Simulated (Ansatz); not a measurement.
dimethylacetylene (C4H6), singlet, geometry from GFN2-xTB; Ansatz (a quantum-chemistry and plane-wave program) with B3LYP/def2-TZVPD.

The Ansatz input:
Ansatz 0.2 input:
```yaml
crystal:
  periodic: [false, false, false]
  atoms:
    - {symbol: C, position_ang: [0.00350171, 0.00681221, 2.04717461]}
    - {symbol: C, position_ang: [0.00102454, 0.00199315, 0.59897157]}
    - {symbol: C, position_ang: [-0.00102454, -0.00199315, -0.59897157]}
    - {symbol: C, position_ang: [-0.00350171, -0.00681221, -2.04717461]}
    - {symbol: H, position_ang: [-0.01660974, 1.03166869, 2.41791685]}
    - {symbol: H, position_ang: [-0.87195983, -0.52171478, 2.42454899]}
    - {symbol: H, position_ang: [0.90099445, -0.48578258, 2.42139677]}
    - {symbol: H, position_ang: [-0.02489300, 1.01555447, -2.42465823]}
    - {symbol: H, position_ang: [0.89271120, -0.50189680, -2.42117830]}
    - {symbol: H, position_ang: [-0.88024308, -0.53782899, -2.41802609]}
basis:
  gaussian:
    orbitals: def2-TZVPD
hamiltonian:
  xc: b3lyp
```

It wrote (shortened):

```
Functional definition: B3LYP
1002 factors; their error is unknown
mean field evaluation 1: about -4236.1813 eV, gradient 6.5e1 eV
mean field evaluation 2: about -4234.1027 eV, gradient 6.8e1 eV
mean field evaluation 4: about -4246.1679 eV, gradient 2.2e0 eV
mean field evaluation 8: about -4246.1579 eV, gradient 5.4e-2 eV
mean field evaluation 16: about -4246.1579 eV, gradient 6.1e-6 eV
mean field -4246.15792401 eV, -156.0434255580 hartree, gradient 5.8e-6 eV, S^2 0.000000; 0 other end points of the search recorded, 0 dependent functions left out
reference -4246.15821299 eV, -156.0434361781 hartree; 15, 15 occupied and 187, 187 virtual orbitals, 1002 factors
Total energy: -4246.15821299 eV, -156.0434361781 hartree
```
